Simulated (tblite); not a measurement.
Compound: C2H4F2O4Si.
Structure used (GFN2-xTB), in Å, numbered top down from 1:
```
atom  x, y, z in Å
O1     1.9224   -0.8297   -1.3717
C2     2.2196   -0.3447   -0.3260
O3     1.3895    0.2398    0.5182
Si4   -0.2110    0.6018    0.2963
O5    -0.2748    1.8128   -0.7538
O6    -0.7856    1.0620    1.7258
C7    -1.1496   -0.9595   -0.3625
F8    -1.3470   -1.8670    0.6425
F9    -2.4003   -0.6303   -0.8031
H10    3.2430   -0.3367    0.0842
H11   -1.0857    2.2739   -0.9578
H12   -0.8681    0.4738    2.4738
H13   -0.6567   -1.4956   -1.1838
```

Computed values, GFN2-xTB/tblite, gas phase, harmonic and unscaled. The method is semi-empirical: single wavenumbers can be off by several per cent or more. One conformer, not necessarily the lowest.

Harmonic wavenumbers (cm⁻¹): 30.4, 47.2, 84.9, 114.1, 133.8, 169.7, 210.5, 248.0, 259.7, 273.8, 300.1, 326.4, 385.7, 500.4, 647.8, 697.1, 731.0, 795.5, 800.5, 928.9, 946.6, 986.0, 1015.8, 1076.9, 1180.3, 1248.8, 1267.8, 1351.4, 1794.9, 2834.4, 2921.3, 3643.8, 3648.5.

A = 1679, B = 1131, C = 947.4 MHz; mass 157.985 u (most abundant isotopes); point group C1, symmetry number 1.

Question: What is the zero-point energy?

Answer: ½Σν̃ = 15801 cm⁻¹ = 189.02 kJ/mol.

Question: Entropy at 500 K, 1 bar (ideal gas, RRHO, classical rotation)?

Answer: Translation 182.74, rotation 130.17, vibration 231.86: S = 544.8 J/(mol K).

Question: And Cp and H(500 K) − H(0)?

Answer: Cp = 209.62 J/(mol K), of which vibrations give 176.36 (their classical limit is 33 R = 274.4); H(500 K) − H(0) = 70.48 kJ/mol without the zero-point energy, 53.85 from vibrations.

Question: Blend soft modes into free rotors: weight 1/[1 + (100 cm⁻¹/ν̃)⁴] for the oscillator and the rest for a rotor with moment μB/(μ + B), μ = h/(8π²ν), B = 10⁻⁴⁴ kg m². What vibrational entropy results?

Answer: 208.88 J/(mol K) in place of 231.86, which changes −T·S at 500 K by +11.49 kJ/mol.

Question: Which modes carry the vibrational entropy at 500 K?

Answer: 30.4 cm⁻¹: 28.57; 47.2 cm⁻¹: 24.92; 84.9 cm⁻¹: 20.05; 114.1 cm⁻¹: 17.61; 133.8 cm⁻¹: 16.30; 169.7 cm⁻¹: 14.36 J/(mol K); the other 27 give 110.04 together.

Question: How do the functions run with temperature in this model?

Answer: 
```csv
T (K),S (J/(mol K)),Cp (J/(mol K)),H − H(0) (kJ/mol),G − H(0) (kJ/mol),ln q(vib)
50,258.0,63.0,2.33,-10.57,1.00
100,311.2,92.9,6.25,-24.86,2.71
298.15,448.1,164.1,32.35,-101.26,9.28
373.15,487.2,183.9,45.42,-136.36,11.49
750,636.3,240.7,127.17,-350.05,20.88
1000,708.2,258.9,189.80,-518.43,25.95
```

q(vib) and H(0) count from the zero-point level.

Hindered rotation and anharmonicity are outside this model. Other conformers, if any are populated, would add a mixing term that is left out. The structure is chiral; the term R ln 2 for an equal mix with its mirror image is left out.
